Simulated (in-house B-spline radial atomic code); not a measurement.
Re⁺. Computed with a B-spline radial atomic code. Model: non-relativistic spherical atom: semilocal Troullier-Martins pseudo-atom, one channel per l, against all electrons, high spin, G0W0 and RPA with empty states to l = 8, local potential for every l without a channel, a model core (radius 0 = none) keeps its share of the functional.

The core holds an angular momentum without a channel of its own, so the local potential lets valence electrons into it.

Without relativity these are model numbers for so heavy an element.

What the tables leave out is listed at the end.

The pseudopotential gives back the lowest level of each angular momentum of its own functional in the configuration it was made in; a second state of the same l is only approximately right. Exact exchange, RPA and GW see the smooth pseudo-orbitals and miss the exchange with the core, for which the functional's share stands in. The column with an uncorrelated core keeps all orbitals and exact exchange, and so separates missing core correlation from pseudisation. Only the three outermost levels and the lowest empty one were computed. RPA here is direct RPA, with no exchange kernel, and its energies carry an (l + 1/2)⁻⁴ tail. A hybrid on a potential with a model core restores only its own semilocal share of the core's exchange.

Command:
```bash
python run_psgw.py task.json out
```
Settings (lengths in bohr, energies in hartree):
```
Z                      75
electrons              74
configuration          [Xe] 4f14 5d5 6s1
generated_in           [Xe] 4f14 5d5 6s2
functional             lda,vwn
core_shells            11
radius_factor          1.15
core_correction        True
ion_configuration      [Xe] 4f14 5d5
```

Run time, properties included: 110 s on 1 thread of Arm Neoverse N1 (shared host).

Given: made with LDA VWN5; model core radius 0.928 bohr; local radius 1.556 bohr; mean-field start LDA VWN5.

Valence shells of the generating configuration: 5p, 5d, 6s.

Channel: s 3.271, p 1.253, d 1.596 (radii in bohr).

Computed: largest level miss in the spin-unpolarised generating configuration 0 eV; valence RPA correlation energy all-electron orbitals -0.56223 hartree; valence RPA correlation energy pseudo -0.74559 hartree; all-electron RPA polarisability, core included 28.681 bohr³; pseudo-atom RPA polarisability 28.355 bohr³; ionisation by mean-field pseudo minus all 0.068 eV; ionisation by RPA all-electron 15.292 eV.

```
          level  occupied  mean-field all-electron (eV)  mean-field pseudo minus all (eV)  G0W0 all-electron (eV)  G0W0 uncorrelated core minus all (eV)  G0W0 pseudo minus all (eV)  exchange self-energy all-electron (eV)  exchange self-energy pseudo (eV)
          6s up         1                       -12.007                            -0.041                 -15.468                                  0.074                      -1.187                                 -12.403                           -12.914
          5d up         ?                             ?                                 ?                       ?                                      ?                           ?                                       ?                                 ?
        5p down         1                        -49.88                             0.098                  -55.42                                 -0.136                       1.267                                 -38.468                           -23.971
5d down (empty)         0                       -12.126                             0.054                 -7.9884                                   0.23                       0.041                                 -10.875                           -5.4069
```

Task: What belongs in the row 5d up?

Result: occupied: 1; mean-field all-electron (eV): -15.305; mean-field pseudo minus all (eV): 0.03; G0W0 all-electron (eV): -20.466; G0W0 uncorrelated core minus all (eV): 0.092; G0W0 pseudo minus all (eV): 0.363; exchange self-energy all-electron (eV): -28.515; exchange self-energy pseudo (eV): -23.259.

Task: What is the ionisation by RPA pseudo minus all?

Result: 1.383 eV.

Task: What is the ionisation by mean-field all-electron?

Result: 15.34 eV.

Given: mean-field start PBE0.

Computed: valence RPA correlation energy all-electron orbitals -0.52714 hartree; valence RPA correlation energy pseudo -0.70173 hartree; all-electron RPA polarisability, core included 25.969 bohr³; pseudo-atom RPA polarisability 23.29 bohr³; ionisation by mean-field all-electron 14.77 eV; ionisation by mean-field pseudo minus all 0.724 eV.

```csv
level,occupied,mean-field all-electron (eV),mean-field pseudo minus all (eV),G0W0 all-electron (eV),G0W0 uncorrelated core minus all (eV),G0W0 pseudo minus all (eV),exchange self-energy all-electron (eV),exchange self-energy pseudo (eV)
6s up,1,-12.367,-0.617,-15.276,0.076,-1.459,-12.136,-13.626
5d up,1,-16.839,0.342,-20.707,0.101,0.726,-28.787,-23.35
5p down,?,?,?,?,?,?,?,?
5d down (empty),0,-9.8332,0.355,-7.344,0.238,0.552,-10.372,-5.1725
```

Task: What belongs in the row 5p down?

Result: occupied: 1; mean-field all-electron (eV): -51.592; mean-field pseudo minus all (eV): 1.674; G0W0 all-electron (eV): -55.773; G0W0 uncorrelated core minus all (eV): -0.125; G0W0 pseudo minus all (eV): 2.863; exchange self-energy all-electron (eV): -38.255; exchange self-energy pseudo (eV): -23.751.

Task: What is the ionisation by RPA pseudo minus all?

Result: 1.618 eV.

Task: What is the ionisation by RPA all-electron?

Result: 15.142 eV.

Among the listed levels the largest G0W0 shift of the pseudo-atom is +2.86 eV, for 5p down on the PBE0 start, while leaving the core uncorrelated moves that level by -0.12 eV. So pseudisation and the lost core exchange, not the missing core correlation, make the error. Not in the tables (levels of low weight, unsolved or above zero; the highest and the empty levels are kept at any weight): no Hartree-Fock pseudo-atom is run with a model core.
